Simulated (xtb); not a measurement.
hexafluoroethane (C2F6), singlet, geometry from GFN2-xTB; GFN1-xTB in xtb.

xtb was given this input:
```
$ xtb mol.xyz --gfn 1 --ohess --json

# file mol.xyz
8

F      1.40411511    -0.28283952    -1.02131229
C      0.76712540    -0.06168844     0.12248110
F      1.24344065     1.05549696     0.65908857
F      1.02641252    -1.06809983     0.94881838
C     -0.76712540     0.06168844    -0.12248110
F     -1.02641252     1.06809983    -0.94881838
F     -1.24344065    -1.05549696    -0.65908857
F     -1.40411511     0.28283952     1.02131229
```

**Question.** What does xtb print? Leave out banner, timings and long lists.

**Answer.** 
```
   ID    Z sym.   atoms
    1    9 F      1, 3, 4, 6-8
    2    6 C      2, 5

           -------------------------------------------------
          |                Calculation Setup                |
           -------------------------------------------------

           -------------------------------------------------
          |                 G F N 1 - x T B                 |
           -------------------------------------------------

          ...................................................
          :                      SETUP                      :
          :.................................................:
          :  # basis functions                  32          :
          :  # atomic orbitals                  32          :
          :  # shells                           16          :
          :  # electrons                        50          :
          :  # halogen bonds                     0          :
          :  max. iterations                   250          :
          :  Hamiltonian                  GFN1-xTB          :
          :  restarted?                      false          :
          :  GBSA solvation                  false          :
          :  PC potential                    false          :
          :  electronic temp.          300.0000000     K    :
          :  accuracy                    1.0000000          :
          :  -> integral cutoff          0.2500000E+02      :
          :  -> integral neglect         0.1000000E-07      :
          :  -> SCF convergence          0.1000000E-05 Eh   :
          :  -> wf. convergence          0.2000000E-04 e    :
          :  Broyden damping             0.4000000          :
          :  net charge                          0          :
          :  unpaired electrons                  0          :
          ...................................................

 iter      E             dE          RMSdq      gap      omega  full diag
   1    -34.9892361 -0.349892E+02  0.661E+00   13.18       0.0  T
   2    -35.1496726 -0.160437E+00  0.373E+00   12.34       1.0  T
   3    -35.1506745 -0.100196E-02  0.180E+00   12.49       1.0  T
   4    -35.1509605 -0.285997E-03  0.506E-02   12.42       1.0  T
   5    -35.1509891 -0.285986E-04  0.327E-03   12.44      10.8  T
   6    -35.1509893 -0.118556E-06  0.111E-03   12.44      31.9  T
   7    -35.1509893 -0.120658E-07  0.366E-06   12.44    9647.9  T
   8    -35.1509893 -0.220268E-12  0.374E-10   12.44  100000.0  T

   *** convergence criteria satisfied after 8 iterations ***

         :::::::::::::::::::::::::::::::::::::::::::::::::::::
         ::                     SUMMARY                     ::
         :::::::::::::::::::::::::::::::::::::::::::::::::::::
         :: total energy             -35.083599954354 Eh    ::
         :: gradient norm              0.011677837007 Eh/a0 ::
         :: HOMO-LUMO gap             12.439250140786 eV    ::
         ::.................................................::
         :: SCC energy               -35.150989266973 Eh    ::
         :: -> electrostatic           0.119807891711 Eh    ::
         :: repulsion energy           0.069285084693 Eh    ::
         :: dispersion energy         -0.001895772074 Eh    ::
         :: halogen bond corr.         0.000000000000 Eh    ::
         :: add. restraining           0.000000000000 Eh    ::
         :: total charge              -0.000000000000 e     ::
         :::::::::::::::::::::::::::::::::::::::::::::::::::::

      -----------------------------------------------------------
     |                   =====================                   |
     |                        A N C O P T                        |
     |                   =====================                   |
     |               Approximate Normal Coordinate               |
     |                Rational Function Optimizer                |
      -----------------------------------------------------------
[...]
 * total energy  :   -35.0836000 Eh     change        0.6394885E-13 Eh
 * total energy  :   -35.0837049 Eh     change       -0.1049570E-03 Eh
 * total energy  :   -35.0837251 Eh     change       -0.2015259E-04 Eh
 * total energy  :   -35.0837262 Eh     change       -0.1139671E-05 Eh
   *** GEOMETRY OPTIMIZATION CONVERGED AFTER 4 ITERATIONS ***
         :: total energy             -35.083726203578 Eh    ::
[...]
  17: 91.17  18:  0.00  19:304.46  20:  0.00  21:  0.00  22:631.48  23:631.45  24:  0.00
 Raman intensities (Ä⁴*amu⁻¹)
   1:  0.00   2:  0.00   3:  0.00   4:  0.00   5:  0.00   6:  0.00   7:  0.00   8:  0.00
   9:  0.00  10:  0.00  11:  0.00  12:  0.00  13:  0.00  14:  0.00  15:  0.00  16:  0.00
  17:  0.00  18:  0.00  19:  0.00  20:  0.00  21:  0.00  22:  0.00  23:  0.00  24:  0.00
 output can be read by thermo (or use thermo option).
 writing <g98.out> molden fake output.
 recommended (thermochemical) frequency scaling factor: 1.0
           -------------------------------------------------
          |             Thermodynamic Functions             |
           -------------------------------------------------

d3d symmetry found (for desy threshold:  0.10E+00) used in thermo

          ...................................................
          :                      SETUP                      :
          :.................................................:
          :  # frequencies                          18      :
          :  # imaginary freq.                       0      :
          :  linear?                             false      :
          :  only rotor calc.                    false      :
          :  symmetry                              d3d      :
          :  rotational number                       6      :
          :  scaling factor                  1.0000000      :
          :  rotor cutoff                   50.0000000 cm⁻¹ :
          :  imag. cutoff                  -20.0000000 cm⁻¹ :
          :.................................................:

    mode    ω/cm⁻¹     T·S(HO)/kcal·mol⁻¹    T·S(FR)/kcal·mol⁻¹   T·S(vib)
   ------------------------------------------------------------------------
       1     25.53    -1.83359 (  6.36%)    -1.25492 ( 93.64%)    -1.29173
       2    165.01    -0.74285 ( 99.16%)    -0.70272 (  0.84%)    -0.74252
       3    165.02    -0.74284 ( 99.16%)    -0.70271 (  0.84%)    -0.74250
   ------------------------------------------------------------------------

   temp. (K)  partition function   enthalpy   heat capacity  entropy
                                   cal/mol     cal/K/mol   cal/K/mol   J/K/mol
 298.15  VIB   88.3                 2810.887     17.622     16.512
         ROT  0.471E+05              888.752      2.981     24.364
         INT  0.416E+07             3699.640     20.603     40.876
         TR   0.157E+28             1481.254      4.968     40.660
         TOT                        5180.8937    25.5710    81.5358   341.1456

       T/K    H(0)-H(T)+PV         H(T)/Eh          T*S/Eh         G(T)/Eh
   ------------------------------------------------------------------------
    298.15    0.825628E-02    0.349714E-01    0.387403E-01   -0.376885E-02
   ------------------------------------------------------------------------

         :::::::::::::::::::::::::::::::::::::::::::::::::::::
         ::                  THERMODYNAMIC                  ::
         :::::::::::::::::::::::::::::::::::::::::::::::::::::
         :: total free energy         -35.087495052691 Eh   ::
         ::.................................................::
         :: total energy              -35.083726203578 Eh   ::
         :: zero point energy           0.026715141193 Eh   ::
         :: G(RRHO) w/o ZPVE           -0.030483990306 Eh   ::
         :: G(RRHO) contrib.           -0.003768849113 Eh   ::
         :::::::::::::::::::::::::::::::::::::::::::::::::::::

optimized geometry written to: xtbopt.xyz

           -------------------------------------------------
          | TOTAL ENERGY              -35.083726203578 Eh   |
          | TOTAL ENTHALPY            -35.048754782800 Eh   |
          | TOTAL FREE ENERGY         -35.087495052691 Eh   |
          | GRADIENT NORM               0.000171310920 Eh/α |
          | HOMO-LUMO GAP              12.355477498999 eV   |
           -------------------------------------------------

normal termination of xtb
```
